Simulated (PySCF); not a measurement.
# Structure from NMR data

An unknown has the formula C7H12FNO. Its calculated NMR data are:

¹H NMR (400 MHz, computed): δ 4.58 (m, 1H), 3.66 (m, 1H), 3.61 (m, 1H), 1.34 (d, 3H), 1.33 (d, 3H), 1.25 (d, 3H).

¹³C{¹H} NMR (computed): δ 122.2, 84.1, 77.7, 75.2, 25.9, 23.1, 19.6.

How the numbers were obtained: GIAO PBE0/pcSseg-1 shieldings, geometry from GFN2-xTB, in PySCF 2.14.0 with density-fitted response routines (no solvent model, one computed conformer, non-relativistic Hamiltonian, averaged over atoms made equivalent by symmetry, fast rotation or ring inversion).

Shifts are taken against calculated references (same method and geometry level): ¹H (σref 31.72) and ¹³C (σref 186.93) vs TMS.

Q: Propose a structure and justify it.

A: 
1. The formula gives 2 degrees of unsaturation (no ring in the answer).
2. 7 carbon signals for 7 carbons: no two carbons are equivalent.
3. Carbon types of the structure: 1 × C, 3 × CH, 3 × CH3, which accounts for all hydrogens.
4. δC 122.2: nitrile carbon; this is the usual window of a C≡N carbon, which has no attached hydrogen.
5. δC 84.1: sp3 CH bonded to F, α to a nitrile; deshielded by the electronegative neighbour.
6. δC 77.7, 75.2: sp3 CH bonded to O; the inductive effect lowers its shielding.
7. δC 25.9, 23.1, 19.6: methyl carbon; saturated and bonded to C and H only.
8. δH 4.58: hydrogen on an sp3 CH bonded to F, α to a nitrile; its carbon carries F, an electronegative neighbour.
9. δH 3.66, 3.61: hydrogen on an sp3 CH bonded to O; its carbon carries O, which withdraws density.
10. δH 1.34, 1.33, 1.25: hydrogen on a methyl carbon.

These data were computed for `CC(C)O[C@@H](C)[C@H](F)C#N`.

The shifts were computed for this structure.

Splittings by ¹⁹F in the carbon and heteronuclear signals aren't shown, as no couplings were computed. Shifts are as computed. Against solution values, carbons near 30 ppm lie about +3 ppm off and those near 130 ppm about +5 ppm. Of 1211 compounds with measured shifts, 218 miss one by over three times the rms of a fit or turn the order of signals round; such compounds aren't used in these exercises. No couplings were computed; multiplicities are counted from neighbouring protons, with m where these are inequivalent, close in shift, in a saturated or five-membered ring or joined by F or P, and br s for small geminal =CH2 splittings.
